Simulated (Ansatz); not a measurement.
Gas-phase electronic energies from Ansatz, PBE0-D4/def2-TZVP geometries. CCSD(T)/CBS is the MP2 limit (def2-TZVPP, def2-QZVPP) plus CCSD(T) − MP2 in def2-TZVPP, frozen cores. Functionals use def2-TZVPP. def2 core potentials past Kr. For Se, Te outer-core shells are correlated without core-valence functions, which leaves a few kJ/mol of doubt a bond. Scalar relativity is left out up to krypton. One conformer a species, not always the lowest.

`OB(O)[Te]C(F)(F)F` + `CC[SeH]` → `CC[Se]B(O)O` + `FC(F)(F)[TeH]`  (ligand exchange at a B–Te bond)

```tsv
level	ΔE (kJ/mol)
PBE0-D4	-6.9
MP2/CBS(def2)	-6.1
```

(1) What does CCSD(T)/CBS give? (Estimate.)

Largest T1 diagnostic among the species: 0.013.

## Answers

(1) Computed: -6.9 kJ/mol. The listed levels differ from it by 0.0, 0.8 kJ/mol.
